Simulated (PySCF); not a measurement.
Compound: C2H2BCl2 (doublet state).
Cartesian coordinates in Å at the PBE0-D3(BJ)/def2-SVP level; atoms count from 1:
```xyz
7
C2H2BCl2 angstrom
C      1.3700   -0.4580   -0.4259
C      0.4340    0.2609    0.1669
B     -1.0785   -0.0362    0.0163
Cl    -1.6667   -1.3571   -0.9706
Cl    -2.2454    0.9706    0.8545
H      2.4590   -0.4836   -0.4970
H      0.7343    1.1132    0.8016
```

The hyperfine couplings belong to this conformer and change with its torsions.

The species is `[H]/[C]=C/B(Cl)Cl` [radical].

The calculation used UKS B3LYP, IGLO-III on B C Cl, pcH-1 on H, non-relativistic, mean-field spin-orbit, GIAO (PySCF). Geometry: PBE0-D3(BJ)/def2-SVP; no solvent, vibrations or thermal averaging. The SCF solution wasn't tested for stability.

**Question.** Match the computed a_iso(1H) values +186.3, +58.0 MHz with the sites H6; H7.

**Answer.** 
```json
{"site": "H6", "a_iso (MHz)": "+58.0", "ρ(0) (bohr⁻³)": "+0.0130", "position": "1 bond from C1", "distance from C1 (Å)": "1.09", "bound to": "C1", "spin population there": "+1.01", "largest |T| (MHz)": "40.2"}
{"site": "H7", "a_iso (MHz)": "+186.3", "ρ(0) (bohr⁻³)": "+0.0417", "position": "2 bonds from C1, on C2 of spin population -0.14", "distance from C1 (Å)": "2.09", "bound to": "C2", "spin population there": "-0.14", "largest |T| (MHz)": "7.2"}
```

ρ(0) is the spin density at the nucleus and T the dipolar tensor; a_iso includes a spin–orbit part. Largest spin populations (Mulliken): C1 (+1.01), C2 (-0.14) and H7 (+0.09). No atom but C1 exceeds +0.15. The positive populations add up to 1.14 and the negative ones to -0.14, together 2S = 1.

Hardware: Arm Neoverse V2, one thread, no GPU, on a shared host. Cost: 32 s.
